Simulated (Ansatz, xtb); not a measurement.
## Two structures of CH2AlClSi

Structure I is `[Cl][Al]1[CH]=[SiH]1`, a singlet and structure II is a singlet given by its coordinates. Both are isolated molecules in the gas phase, relaxed with r2SCAN-D4/def2-SVP.

I (Å):

```yaml
atoms:
  - { symbol: C, position_ang: [0.4906, -0.8352, 0.6552] }
  - { symbol: Al, position_ang: [-0.5543, -1.7479, -0.6166] }
  - { symbol: Cl, position_ang: [-2.3979, -2.4213, -1.3474] }
  - { symbol: Si, position_ang: [1.6842, -1.4236, -0.5230] }
  - { symbol: H, position_ang: [0.5054, -0.2558, 1.5875] }
  - { symbol: H, position_ang: [3.1787, -1.2198, -0.4792] }
```

II (Å):

```yaml
atoms:
  - { symbol: C, position_ang: [0.1020, -1.9246, -1.4816] }
  - { symbol: Al, position_ang: [1.0774, -0.9177, 1.6081] }
  - { symbol: Cl, position_ang: [1.5227, 0.1308, 3.3938] }
  - { symbol: Si, position_ang: [0.0753, -0.4263, -0.5777] }
  - { symbol: H, position_ang: [-0.3075, -1.9191, -2.5034] }
  - { symbol: H, position_ang: [0.4772, -2.9076, -1.1791] }
```

Close contacts (Å): C1–Si4 1.75, Al2–Cl3 2.12, Al2–Si4 2.45, C1–H5 1.10, C1–H6 1.09.

**Question.** Estimate which is lower in electronic energy at CCSD(T)/def2-TZVP, and by roughly how much.

**Answer.** The CCSD(T)/def2-TZVP calculation puts structure I lower, by 0.313 eV.

The same difference at several levels:

```tsv
level	geometry	E(II) − E(I) (eV)	departure from the last row (eV)	job, with rough time for the two
GFN2-xTB	GFN2-xTB	−0.373	−0.686	optimisation, 0.18 s
HF/STO-3G	GFN2-xTB	−0.910	−1.223	single point, 0.36 s
r2SCAN-D4/def2-SVP//GFN2-xTB	GFN2-xTB	+0.510	+0.197	single point, 2.9 s
r2SCAN-D4/def2-SVP	r2SCAN-D4/def2-SVP	+0.437	+0.123	optimisation, 83 s
HF/def2-TZVP	r2SCAN-D4/def2-SVP	+0.552	+0.239	part of the CCSD(T) run
MP2/def2-TZVP	r2SCAN-D4/def2-SVP	+0.536	+0.223	part of the CCSD(T) run
CCSD(T)/def2-TZVP	r2SCAN-D4/def2-SVP	+0.313		single point, 43 s
```

GFN2-xTB, HF/STO-3G put the two in the other order. The largest departure from CCSD(T)/def2-TZVP is that of HF/STO-3G, 1.223 eV.

With harmonic frequencies from r2SCAN-D4/def2-SVP (ideal gas, rigid rotor, one conformer each, 298.15 K, 1 atm): on the last row, ΔE + ΔZPE = +0.362 eV. A mode under 50 cm⁻¹ makes harmonic enthalpies and free energies unreliable, so none is given.

The correlated steps freeze 16 core orbitals. Programs: Ansatz 0.2.0, xtb 6.7.1; the last row on 1 thread of Intel(R) Xeon(R) Platinum 8488C (Sapphire Rapids) on a shared host.
